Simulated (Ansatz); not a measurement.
```xyz
2

B     0.0000    0.0000   -0.6789
N     0.0000    0.0000    0.6789
```

Basis set: 6-31G (spherical functions). Correlated methods keep 2 orbitals frozen. Charge 0, multiplicity 1.

Computed with Ansatz (development build ahead of 0.2.0); the reference of a correlated method needn't be the lowest determinant of its kind. Restricted open shells among the atoms or ions are ROHF, correlated in semicanonical orbitals with singles.

Give the atomization energy at this shape (free ground-state atoms in the same class of orbitals less the molecule, no zero-point energy) of singlet BN by RHF-CCSD(T), UHF-BCCD(T), UHF-CCSD(T).

```json
{"method": "RHF-CCSD(T)", "atomization energy": "3.48 eV"}
{"method": "UHF-BCCD(T)", "atomization energy": "3.34 eV"}
{"method": "UHF-CCSD(T)", "atomization energy": "3.11 eV"}
```

Caution for RHF-CCSD(T): an unrestricted determinant lies well below; other determinants can give a lower correlated total. Caution for UHF-BCCD(T), UHF-CCSD(T): the unrestricted determinant is spin contaminated. Caution for UHF-CCSD(T): another reference gives a lower total; the program doubts this total.

This basis has no polarisation functions and is too small for such energies, which can lie far from measured ones in either direction.
